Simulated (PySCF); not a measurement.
PySCF input file for TiCl4, SMILES [Cl][Ti]([Cl])([Cl])[Cl], multiplicity 1, B3LYP/pcSseg-1. Coordinates come from a B3LYP-D3(BJ)/def2-SVP optimisation. The multiplicity is an assumed one; other spin states were not compared. The isomer is the one that the SMILES or the coordinates give; other isomers of the formula were not compared.

```python
import numpy as np
from pyscf import gto, scf, dft
from pyscf.prop.nmr import rks as nmr

mol = gto.M(
    atom='''
    Ti    0.00000000   -0.00000000    0.00000000
    Cl    1.25175928    1.25175928   -1.25175928
    Cl   -1.25175928    1.25175928    1.25175928
    Cl   -1.25175928   -1.25175928   -1.25175928
    Cl    1.25175928   -1.25175928    1.25175928
    ''',
    basis='pcSseg-1',
    charge=0,
    spin=0,
    max_memory=1600,
    verbose=3,
)
mf = dft.RKS(mol, xc='b3lyp')
mf.grids.level = 3
mf.conv_tol = 1e-10
mf.max_cycle = 100
mf.kernel()
n = nmr.NMR(mf)
n.verbose = 2
n.max_cycle_cphf = 60
sigma = n.kernel()
print('atom   isotropic/ppm   span/ppm')
for i, s in enumerate(sigma):
    w = np.linalg.eigvalsh((s + s.T) / 2)
    print(f'{mol.atom_symbol(i):2s}{i + 1:3d} {w.mean():14.3f} {w[2] - w[0]:11.3f}')
```

Program output:

```
converged SCF energy = -2690.45147855012
atom   isotropic/ppm   span/ppm
Ti  1      -1074.838       0.000
Cl  2        -65.892    1456.303
Cl  3        -65.892    1456.303
Cl  4        -65.892    1456.303
Cl  5        -65.892    1456.303
```

The calculation finished and met its thresholds.

Cost: very roughly 50 core-seconds.
